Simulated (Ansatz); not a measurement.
Abridged output of a molecular run in Ansatz:

```
Functional definition: HF
1811 factors; integrals over basis functions are off by at most 1.0e-3 eV
mean field evaluation 1: about -21927.8667 eV, gradient 3.4e1 eV
mean field evaluation 2: about -21928.1734 eV, gradient 3.4e1 eV
mean field evaluation 4: about -21931.7337 eV, gradient 4.5e0 eV
mean field evaluation 8: about -21931.8065 eV, gradient 2.6e-1 eV
mean field -21931.80684161 eV, -805.9790355167 hartree, gradient 2.6e-6 eV, S^2 0.000000; 0 other end points of the search recorded, 0 dependent functions left out
13 core orbitals not correlated: weight in the atoms' cores, before any rotation towards them, 1.000 or more for the frozen orbitals, at most 0.000 for the correlated occupied ones
reference -21931.80684161 eV, -805.9790355167 hartree; 16, 16 occupied and 288, 288 virtual orbitals, 1811 factors
second order -22.84715815 eV of doubles, -0.00000000 eV of singles
cycle   1  -23.98229085 eV  change    -1.1e0 eV  update   1.0e-1
cycle   2  -24.62609993 eV  change   -6.4e-1 eV  update   3.0e-2
cycle   3  -24.71669165 eV  change   -9.1e-2 eV  update   1.2e-2
cycle   4  -24.71142316 eV  change    5.3e-3 eV  update   2.8e-3
cycle   5  -24.71106789 eV  change    3.6e-4 eV  update   1.0e-3
cycle   6  -24.71094155 eV  change    1.3e-4 eV  update   3.0e-4
cycle   7  -24.71084744 eV  change    9.4e-5 eV  update   1.0e-4
cycle   8  -24.71085560 eV  change   -8.2e-6 eV  update   3.5e-5
perturbative correction -1.01707108 eV, -0.0373766727 hartree
Total energy: -21957.53476830 eV, -806.9245193833 hartree
```

Its atoms:

Z-matrix (Å, degrees):
```
C
C 1 1.516
H 1 1.091 2 112.0
H 1 1.092 2 110.5 3 -120.4
H 1 1.095 2 110.0 3 120.0
C 2 1.518 1 112.0 3 -179.2
S 2 1.840 1 112.0 3 60.4
H 2 1.094 1 109.9 3 -57.8
H 6 1.093 2 109.9 1 58.0
H 6 1.093 2 110.7 1 -61.1
H 6 1.091 2 111.5 1 178.3
Si 7 2.123 2 101.1 1 -72.2
H 12 1.483 7 105.9 2 -170.8
H 12 1.488 7 113.4 2 69.6
H 12 1.489 7 110.2 2 -51.4
```

Problem. Which basis set was used?
A. def2-TZVPPD
B. cc-pV(Q+d)Z
C. def2-SVPD
D. def2-TZVPP

Solution. D. It gives 317 functions.

Problem. Write the keys of the input that set method, charge and spin (a neutral closed shell needs none for the last two).

Solution. 
```yaml
correlation: {method: ccsd_t}
```
